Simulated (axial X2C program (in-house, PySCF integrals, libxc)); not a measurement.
## Nuclear properties of RuOH⁺

Calculated with an axial X2C code built on PySCF integrals: two-component X2C with atomic mean-field Coulomb and Gaunt terms, Gaussian nuclei, basis Ru dyall-v3z, O dyall-av3z, H dyall-v3z with contracted cores.

Ru–O–H held linear, with bonds 1.809 and 0.965 Å (near the PBE0 minimum at charge 1 of the determinant lowest at the starting distance; the state shown can have its own minimum elsewhere, held linear; other orders of the atoms were not compared).

Input and command:
```json
{"zs": [44, 8, 1], "q": 1, "bas": ["dyall-v3z", "dyall-av3z", "dyall-v3z"], "r0": [1.88, 0.96], "symm": 0, "scan": ["PBE0", "HF", "LDA"], "levels": ["PBE0", "HF", "B3LYP"], "nst": 2}
```
```bash
python solin.py task.json out
```

Keys: zs atomic numbers; q charge; bas basis sets; r0 starting distance in Å; symm equal bonds; scan levels of the two-bond scan; levels methods; nst determinants followed.

Determinant lowest in the PBE0 search, Ω = 4 (⟨Sz⟩ = 1.99, ⟨Lz⟩ = 2.01 at PBE0), spin on the atoms Ru 1.76, O 0.22, H 0.01:

```tsv
level	Eeff magnitude (GV/cm)	Ws magnitude Ru (kHz)	A∥/gI Ru (MHz)	qzz Ru (a.u.)	A∥/gI O (MHz)	qzz O (a.u.)	A∥/gI H (MHz)	qzz H (a.u.)
PBE0	4.76	0.473	312	0.65	6.56	1.19	2.79	0.45
B3LYP	4.47	0.439	336	0.73	5.98	1.17	2.88	0.45
```

Determinant 0.91 eV from it at PBE0 and this distance, Ω = 3 (⟨Sz⟩ = 1.96, ⟨Lz⟩ = 1.04 at PBE0), spin on the atoms Ru 1.78, O 0.17, H 0.01:

| level | Eeff magnitude (GV/cm) | Ws magnitude Ru (kHz) | A∥/gI Ru (MHz) | qzz Ru (a.u.) | A∥/gI O (MHz) | qzz O (a.u.) | A∥/gI H (MHz) | qzz H (a.u.) |
| --- | --- | --- | --- | --- | --- | --- | --- | --- |
| PBE0 | 3.67 | 0.488 | 335 | -3.92 | 63.7 | 1.41 | 5.03 | 0.46 |
| B3LYP | 3.48 | 0.447 | 407 | -3.47 | 59.5 | 1.38 | 4.93 | 0.45 |

Eeff is the effective electric field on the electron electric dipole moment in this Ω state and Ws the scalar–pseudoscalar constant of the nucleus named (defined with the proton number Z and per Ω); A∥ (defined per Ω) follows by multiplying with gI = μI/(I μN); qzz is the electric field gradient, eQq0 = 234.96 MHz × Q/barn × qzz. The operators were transformed with the bare-nucleus X2C matrices; with these basis sets, hyperfine constants and field gradients can be off by tens of per cent, and where levels differ in sign neither size nor sign is settled.

**Question.** With gI(101Ru) = -0.2880, Q(101Ru) = 0.457 barn, gI(17O) = -0.7575, Q(17O) = -0.02558 barn, gI(1H) = 5.5857 (g factors from the IAEA table of nuclear moments by Stone; Q from Pyykkö, Mol. Phys. 2018), turn the PBE0 values of the first state into constants in MHz.

**Answer.** A∥(101Ru) = 312 × -0.2880 = -89.9 MHz; eQq0(101Ru) = 234.96 × (0.457) × (0.65) = 69.8 MHz; A∥(17O) = 6.56 × -0.7575 = -4.97 MHz; eQq0(17O) = 234.96 × (-0.02558) × (1.19) = -7.15 MHz; A∥(1H) = 2.79 × 5.5857 = 15.6 MHz.

The molecule was held linear; bending was not examined, so a bent shape may lie lower.

Each state is one determinant with collinear spin, which with several unpaired electrons need not be a pure state. With several open shells hyperfine constants can be off by a factor of several. Open-shell Ω = 0 determinants with evenly filled partner blocks cannot be reached by this program, so the Ω shown need not be the lowest component. Left out as unconverged or as another state under the same occupation: HF in at least one table. The search compared states at one distance, so a state with another bond length can lie lower. PBE0 term energies can be off by some tenths of an eV.
